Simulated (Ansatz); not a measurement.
Cost and result for the atomization energy of C$_{2}$H$_{6}$BClSi (11 atoms, 12 bonds).

Cartesian coordinates in Å:
```
B 0.607 -0.524 -0.542
Si -0.779 -0.653 1.022
C -0.573 0.605 -0.218
C 0.827 1.046 -0.376
Cl -1.809 1.007 -1.374
H 0.661 -1.221 -1.502
H 0.884 -1.142 0.541
H -0.288 -0.564 2.416
H -1.898 -1.600 0.851
H 1.029 1.578 -1.300
H 1.339 1.469 0.483
```

Charge 0, multiplicity 1. The bonds changed during the relaxation, so this is another structure than the one it started from. Geometry: relaxed with PBE0-D4/def2-TZVP. It is one conformer, not always the lowest. Program: Ansatz. All runs use 4 threads of an Intel Xeon 6975P-C on a shared host. Times are those of one run each, without the atoms' runs, and a repeat can differ threefold. Electronic energies, without spin–orbit coupling; frozen cores. CCSD(T)/CBS adds CCSD(T) − MP2 in def2-TZVPP to the MP2 limit, and its time is that of the two runs behind it. T1 = 0.012. B3LYP takes the VWN-RPA correlation (the form of Gaussian; ORCA's B3LYP/G).

CCSD(T)/CBS is a level of theory with its own doubt, some kJ/mol a heavy atom from the limit and from the frozen cores, so smaller differences don't rank the functionals.

```
                             level  functions  wall time  atomization (kJ/mol)  difference from CCSD(T)/CBS  per bond
   PBE-D4/def2-TZVPP (with forces)        261      1.6 s                3944.6                        108.8       9.1
                PBE0-D4/def2-TZVPP        261      1.8 s                3894.1                         58.3       4.9
r2SCAN-D4/def2-TZVPP (with forces)        261      2.7 s                3889.7                         53.9       4.5
 B3LYP-D4/def2-TZVPP (with forces)        261      3.1 s                3836.2                          0.4       0.0
                 B2PLYP/def2-TZVPP        261      3.5 s                3795.3                        -40.5      -3.4
                ωB97X-V/def2-TZVPP        261      4.2 s                3866.8                         31.0       2.6
  ωB97M-V/def2-TZVPP (with forces)        261        6 s                3870.0                         34.2       2.8
                    MP2/def2-QZVPP        491       15 s                3873.5                         37.7       3.1
                CCSD(T)/def2-TZVPP        261       38 s                3738.5                        -97.3      -8.1
                 CCSD(T)/CBS(def2)          –       53 s                3835.8                          0.0       0.0
```

In def2-TZVPP, CCSD(T) changes the Hartree–Fock value by +921.3 kJ/mol (the triples alone add +65.8 kJ/mol) and MP2 by +998.7 kJ/mol; breaking electron pairs costs correlation energy, which Hartree–Fock lacks. The D4 term adds +44.9 kJ/mol with B3LYP and +23.2 kJ/mol with PBE0; it sums over pairs of atoms, weighted by their polarisabilities, and B3LYP, whose exchange is more repulsive, gets the larger term. From PBE to PBE0 (25 % exact exchange), in def2-TZVPP and without D4, the atomization energy moves by −46.2 kJ/mol: exact exchange takes away binding that semilocal exchange gives to molecules.
